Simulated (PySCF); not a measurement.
Diatomics of H with group 13

PBE with double-zeta basis sets in PySCF, for the lowest determinant that a PBE0 search found; no spin–orbit coupling. De refers to high-spin ground-configuration atoms. A positive dipole means M(−)H(+).

```
 M       basis  state (unpaired electrons)  Re (Å)  ωe (cm⁻¹)  De (eV)  μ (D)
 B     cc-pVDZ      singlet (closed shell)   1.274       2226     3.46   1.36
Al    def2-SVP      singlet (closed shell)   1.684       1593     3.00   0.01
Ga  x2c-SVPall      singlet (closed shell)   1.699       1530     2.88  -0.44
In    def2-SVP      singlet (closed shell)   1.886       1384     2.62  -0.77
Tl    def2-SVP      singlet (closed shell)   1.943       1315     2.51  -1.32
```

The shortest bond is that of BH (1.274 Å), the longest that of TlH (1.943 Å).

The rows differ in basis set, which adds steps of its own.

Down a group the atoms grow and get heavier, so bonds lengthen and wavenumbers fall; this series shows no clear exception.

These are scalar-relativistic numbers at best; spin–orbit coupling would shift them, the dissociation energy most.
